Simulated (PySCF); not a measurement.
**Spinor energies of Co³⁺ (cobalt, charge +3)**

Start: [Ar] 3d5 4p1; 3d5/2 filled at m_j = -3/2, -1/2, +1/2, +3/2, +5/2; 4p3/2 filled at m_j = +3/2. Calculated with PySCF 2.14 in x2c-TZVPall-2c (6s7p4d1f, 54 functions): generalised Hartree-Fock with the X2C-1e Hamiltonian and a Gaussian nucleus; one run each with spin-orbit coupling (SO) switched off, then screened by Boettger's factors. This is a chosen level, not necessarily the ground level.

```tsv
spinor shell	electrons	ε, spin-free (eV)	ε, screened SO (eV)	weight of nominal j (screened SO)	rms radius, screened SO (bohr)
1s1/2	2	-7826.1	-7826.0	1.000	0.0649
2s1/2	2	-1016.1	-1016.1	1.000	0.276
2p1/2	2	-873.56	-884.19	0.974	0.247
2p3/2	4	-873.56	-868.40	0.987	0.249
3s1/2	2	-173.74	-173.76	1.000	0.816
3p1/2	2	-129.54	-130.11	0.664	0.857
3p3/2	4	-129.54	-129.31	0.832	0.861
3d5/2	5	-69.011	-69.032	0.589	0.965
4p3/2	1	-31.518	-31.450	1.000	2.61
```

```
   quantity    spin-free  screened SO
E (hartree)  -1389.22977  -1389.25301
        M_J            4            4
       ⟨J²⟩       20.002       20.002
       ⟨L²⟩        2.000        2.005
       ⟨S²⟩       12.001       11.997
```

Each row is a mean over spinors that exchange with the open shell spreads, by up to 17.828 eV (3p3/2).

Rows whose weight is well below 1 are mixtures of j = l ± 1/2: exchange outweighs spin-orbit coupling there, and the label is only the starting occupation.

Without spin-orbit coupling the j labels of p, d and f shells carry no meaning; the spin-free column gives the mean over the occupied spinors of each nl shell.
